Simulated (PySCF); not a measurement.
**MI for M along group 14**

PBE0 with triple-zeta basis sets in PySCF, for the lowest determinant that a PBE0 search found; no spin–orbit coupling. De refers to high-spin ground-configuration atoms. A positive dipole means M(−)I(+).

```tsv
M	basis	state (unpaired electrons)	Re (Å)	ωe (cm⁻¹)	De (eV)	μ (D)
C	def2-TZVPP	doublet (π ↑)	2.020	653	3.11	1.76
Ge	def2-TZVPP	doublet (π ↑)	2.526	244	3.19	-1.25
Sn	x2c-TZVPPall	doublet (π ↑)	2.718	197	3.10	-2.16
Pb	def2-TZVPP	doublet (π ↑)	2.798	166	3.01	-3.18
```

Question: The row for M = Si is missing. Estimate Re, ωe and De as the mean of the rows for C and Ge, and compare with the calculation.

Answer: The means are 2.273 Å, 448 cm⁻¹ and 3.15 eV. PBE0 in def2-TZVPP gives SiI as a doublet (π ↑) with Re = 2.443 Å, ωe = 363 cm⁻¹, De = 3.33 eV, so the estimate is off by -17.0 pm, +23 % and -0.18 eV.

The rows differ in basis set, which adds steps of its own.

Spin–orbit coupling is left out, which matters for elements this heavy, above all for dissociation energies. States were picked by a PBE0 search and need not be the measured ground states.
